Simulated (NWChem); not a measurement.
## Which level was it?

The species is InH2OF (5 atoms), meant as a singlet with charge 0. SMILES: `[OH][InH][F]`. The shape is that of a PBE0-D4/def2-TZVP optimisation. This is a higher conformer, about 10 kJ/mol above the lowest found by a separate search.

| atom | x (Å) | y (Å) | z (Å) |
| --- | --- | --- | --- |
| O | -1.2795 | -0.3459 | -0.5774 |
| In | 0.4801 | 0.0425 | 0.2100 |
| F | 1.1859 | -1.6547 | 0.8415 |
| H | -1.7252 | 0.4298 | -0.9257 |
| H | 1.3885 | 1.4547 | 0.4102 |

Orbital energies are those of the mean-field step.

A calculation with NWChem 7.3.0 gave:

```
total energy  : -365.0419 Eh
HOMO energy   : -12.55 eV
LUMO energy   : 1.19 eV
HOMO–LUMO gap : 13.73 eV
```

Problem. Which of these levels gave the numbers?
A. B3LYP/def2-SVP (core potential)
B. PBE/def2-SVP (core potential)
C. CCSD(T)/def2-SVP (core potential)
D. HF/3-21G

Solution. C. The others give -5889.2784 Eh (HF/3-21G), -366.3445 Eh (B3LYP/def2-SVP (core potential)), -366.1046 Eh (PBE/def2-SVP (core potential)).
